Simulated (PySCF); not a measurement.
Simulation results for AlBH3

Computed with PySCF 2.14.0. Calculation on a computer-drawn molecule: vertical ionisation energy to the stated ion spin, frozen-core CCSD(T) at the basis limit and cheaper methods, single-reference cases, UHF for radicals, no spin-orbit; all values are single points at the evaluated structure, the first of each entry, which is the reference or a displaced copy of it and isn't optimised; the reference structure only sets the zero of the energies above reference; triples share is (T) over the correlation energy.

AlBH3

Evaluated structure:
```xyz
5
AlBH3
B     -0.8209    -1.2915     2.6921
Al    -0.4333    -0.3859     0.7759
H     -0.4189    -0.8173     3.6865
H     -1.5723    -2.2127     2.7920
H      0.7690    -0.7518    -0.1910
```

Reference structure:
```xyz
5
AlBH3
B     -0.8330    -1.2906     2.6810
Al    -0.4471    -0.3787     0.7969
H     -0.4109    -0.8188     3.7046
H     -1.5915    -2.2192     2.7845
H      0.7411    -0.7220    -0.2052
```

It was run with charge 0, multiplicity 2, ion multiplicity 1, diffuse functions no, basis cc-pV(n+d)Z, reference is the Hartree-Fock double-zeta minimum, best is HF at quadruple zeta + MP2 correlation extrapolated from triple and quadruple zeta + CCSD(T) minus MP2 at triple zeta and basis step is the size of the change from the same recipe one zeta lower.

Results for AlBH3: ionisation energy best 7.431 eV; ionisation energy basis step 0.02794 eV; energy above reference best 0.5284 kcal/mol; energy above reference basis step 0.07012 kcal/mol; total energy HF triple zeta -268.2848 hartree; total energy CCSD(T) triple zeta -268.4839 hartree; total energy best -268.5056 hartree; T1 diagnostic at triple zeta 0.0324; D1 diagnostic at triple zeta 0.118; spin squared at triple zeta 0.8101; ion T1 diagnostic at triple zeta 0.01175; ion D1 diagnostic at triple zeta 0.02416; triples share at triple zeta 0.03034; basis functions triple zeta 111; dipole magnitude HF at triple zeta 0.2119 debye; dipole magnitude CCSD unrelaxed at triple zeta 0.6539 debye; dipole magnitude PBE at triple zeta 1.167 debye; dipole magnitude r2SCAN at triple zeta 1.041 debye; dipole magnitude B3LYP at triple zeta 0.935 debye; dipole magnitude wB97X at triple zeta 0.534 debye.

Drawn bonds:
```
atom  other atom  order
   1           2      1
   1           3      1
   1           4      1
   2           5      1
```

Triple zeta:
```
 method  ionisation energy (eV)  energy above reference (kcal/mol)
     HF                   7.062                             0.1271
    PBE                   7.605                              0.885
 r2SCAN                   7.704                             0.7051
  B3LYP                   7.556                             0.5297
  wB97X                   7.394                             0.5553
    MP2                   7.287                             0.3469
   CCSD                   7.368                             0.4717
CCSD(T)                   7.404                             0.5274
```
